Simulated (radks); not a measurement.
Task: The mean radii <r> (bohr) of the occupied orbitals of an atom or ion are listed with their occupations. All-electron calculation, Dirac Kohn-Sham, SOGGA, spin-unpolarised, spherical densities, finite nucleus; Fermi nuclear charge, rms radius of each element as measured or else 0.836 A^(1/3) + 0.57 fm. Program: a radial shooting solver on a logarithmic mesh with Libxc functionals.

| orbital | occ. | <r> |
|---|---|---|
| 1s1/2 | 2 | 0.02508 |
| 2s1/2 | 2 | 0.1070 |
| 2p1/2 | 2 | 0.08993 |
| 2p3/2 | 4 | 0.09602 |
| 3s1/2 | 2 | 0.2850 |
| 3p1/2 | 2 | 0.2748 |
| 3p3/2 | 4 | 0.2868 |
| 3d3/2 | 4 | 0.2578 |
| 3d5/2 | 6 | 0.2616 |
| 4s1/2 | 2 | 0.6544 |
| 4p1/2 | 2 | 0.6748 |
| 4p3/2 | 4 | 0.7018 |
| 4d3/2 | 4 | 0.7623 |
| 4d5/2 | 6 | 0.7720 |
| 5s1/2 | 2 | 1.558 |
| 5p1/2 | 2 | 1.750 |
| 5p3/2 | 4 | 1.830 |
| 6s1/2 | 2 | 4.419 |
| 5d3/2 | 1 | 2.970 |

Name the element and its charge. Open shells, if any, fill j = l - 1/2 first.

Result: Z = 57, lanthanum, charge 0: La in [Xe] 5d1 6s2. The 1s radius gives Z: for a bare nucleus <r> = (2 gamma + 1)/(2Z) with gamma = sqrt(1 - (Z/c)^2), 0.02473 bohr for Z = 57, and screening makes it slightly larger (0.02508 here). The occupations add up to 57, and the charge is Z minus that.
